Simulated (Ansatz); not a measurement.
GeH$_{5}$NOS, SMILES `[NH2][GeH]([OH])[SH]`. Charge 0, multiplicity 1. The structure was optimised at the PBE0-D4/def2-TZVP level. It is one conformer, not always the lowest.

```xyz
9

N    -0.402    0.548   -1.562
Ge   -0.334    0.029    0.175
O     0.273    1.469    1.010
S     1.082   -1.662    0.560
H     0.402    1.083   -1.861
H    -0.606   -0.175   -2.236
H    -1.725   -0.379    0.679
H     0.948    1.235    1.652
H     0.361   -2.147    1.584
```

**Question.** What is the dipole moment at ωB97M-V/def2-TZVPP? (Estimate.)

**Answer.** The calculation gave: 1.19 D, with components (0.13, -1.18, -0.04) D in this frame, pointing from negative to positive charge.

**Question.** And with PBE, r2SCAN, B3LYP? (Best estimate.)

**Answer.** Computed: PBE 1.02 D, r2SCAN 1.06 D, B3LYP 1.16 D.

**Question.** Give the Mulliken charges with ωB97M-V, B3LYP, PBE in def2-TZVPP. (Best estimate.)

**Answer.** Ansatz gave: 
```json
{"atom": "N1", "ωB97M-V": "-0.36", "B3LYP": "-0.38", "PBE": "-0.37"}
{"atom": "Ge2", "ωB97M-V": "0.56", "B3LYP": "0.60", "PBE": "0.52"}
{"atom": "O3", "ωB97M-V": "-0.42", "B3LYP": "-0.42", "PBE": "-0.38"}
{"atom": "S4", "ωB97M-V": "-0.32", "B3LYP": "-0.34", "PBE": "-0.34"}
{"atom": "H5", "ωB97M-V": "0.12", "B3LYP": "0.14", "PBE": "0.15"}
{"atom": "H6", "ωB97M-V": "0.11", "B3LYP": "0.13", "PBE": "0.14"}
{"atom": "H7", "ωB97M-V": "0.02", "B3LYP": "-0.01", "PBE": "-0.02"}
{"atom": "H8", "ωB97M-V": "0.17", "B3LYP": "0.18", "PBE": "0.18"}
{"atom": "H9", "ωB97M-V": "0.12", "B3LYP": "0.11", "PBE": "0.12"}
```

B3LYP here is the variant with VWN-RPA as its local correlation; programs differ in this.
